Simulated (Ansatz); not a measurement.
The cluster Ti2H3. Total charge 0; doublet. Geometry B3LYP-D4/def2-TZVP, that of the charge +1 singlet; atoms count from 1.

Cartesian coordinates in Å:
```
Ti -0.336 1.001 0.254
Ti 0.294 -1.023 0.216
H 0.113 0.059 -1.280
H -1.426 -0.449 0.263
H 1.354 0.412 0.546
```

The charge 0 doublet is spin-contaminated (final ⟨S²⟩ up to 1.75, 0.75 for a pure state). The structure comes from a short search, and lower isomers may exist.

Q: Estimate the Mulliken populations from the PBE0/def2-TZVP orbitals of Ansatz.

A: 
```json
{"atom": "Ti1", "charge (e)": "0.27", "spin (α − β)": "-1.47", "d electrons": "2.88"}
{"atom": "Ti2", "charge (e)": "0.30", "spin (α − β)": "2.48", "d electrons": "3.01"}
{"atom": "H3", "charge (e)": "-0.16", "spin (α − β)": "-0.01", "d electrons": "–"}
{"atom": "H4", "charge (e)": "-0.20", "spin (α − β)": "0.00", "d electrons": "–"}
{"atom": "H5", "charge (e)": "-0.20", "spin (α − β)": "0.00", "d electrons": "–"}
```
Mulliken values depend strongly on the basis.

Q: Where does the spin sit?

A: Summed by element: Ti 1.01, H -0.01, of 1 unpaired in all. Largest on single atoms: Ti2 2.48, Ti1 -1.47, H3 -0.01.

Q: And the Mayer bond orders between heavy atoms (over 0.3)?

A: Ti1–Ti2 1.68 (2.12 Å).
